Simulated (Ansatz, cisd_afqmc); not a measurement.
System: SiS, charge 0, triplet. This triplet is an excited state, 3.2 eV above the singlet at CCSD(T)/cc-pV(5+d)Z (Ansatz, a first-principles code). SiS (SMILES [Si]=S, triplet).
B3LYP-D3(BJ)/def2-TZVP minimum from Ansatz:
```xyz
2

Si     0.0000     0.0000    -1.1689
S      0.0000     0.0000     1.0227
```
Charge 0, spin multiplicity 3.

Total energies in cc-pV(D+d)Z, 10 correlated electrons, 10 frozen orbitals. UHF or UKS for unpaired electrons; spin-orbit terms are left out. Cores are frozen in correlated methods. No relativity. AFQMC is phaseless with a CISD trial state; ± is one standard error, without the phaseless bias. Outlying blocks are dropped, and bars are widened where a walk drifts. Over all cases where full CI ran beside it in this data, AFQMC minus full CI had a median of +0.1 mEh and passed +0.4 mEh in a tenth of the cases. The UHF reference of SSi ([Si]=S, triplet) is spin-contaminated (<S^2> up to 0.04 over the pure value in the sets run). The spin of SSi ([Si]=S, triplet) was assumed, and the state is the lowest solution found for it.

```
method         program         energy (Eh)  minus CCSDTQ (mEh)
----------  ----------  ------------------  ------------------
HF              Ansatz          -686.41285              211.87
MP2             Ansatz          -686.57469               50.03
CCSD            Ansatz          -686.60961               15.12
CCSD(T)         Ansatz          -686.61656                8.16
CCSDT(Q)        Ansatz          -686.62390                0.82
CCSDTQ          Ansatz          -686.62472                0.00
AFQMC/CISD  cisd_afqmc  -686.6181 ± 0.0004           6.6 ± 0.4
```

Rough core times of Ansatz's runs on a shared machine: CCSD(T) under 20 s, CCSDT(Q) 40 s, CCSDTQ 30 min.
